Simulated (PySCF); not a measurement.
# The halides of boron, BF₃ to BI₃

Level: B3LYP in the def2-TZVP basis family, computed in PySCF with density fitting; scalar-relativistic core potentials for atoms from Rb on, none lighter, no spin–orbit coupling; open shells unrestricted.

Each entry is the lowest minimum that a search over a few typed start shapes (and spin states, where more than one is plausible) found, or that minimum re-optimised at the stated level; isomers with ligand–ligand bonds, or fragments after loss of a ligand pair, can lie lower.

```tsv
molecule	2S+1	point group	mean bond to B (Å)	highest ω (cm⁻¹)	distinct angles (°)	polar-tensor charge of B
BF₃	1	D3h	1.316	1451	120	1.67
BCl₃	1	D3h	1.746	937	120	1.30
BBr₃	1	D3h	1.909	800	120	1.18
BI₃	1	D3h	2.129	685	120	1.03
```

The bond lengthens at every step; the largest change, 0.430 Å, falls between BF₃ and BCl₃ among the members listed.

Left out of the table are members whose search was unfinished or whose lowest solution was spin-contaminated, unstable, very soft or bonded differently.
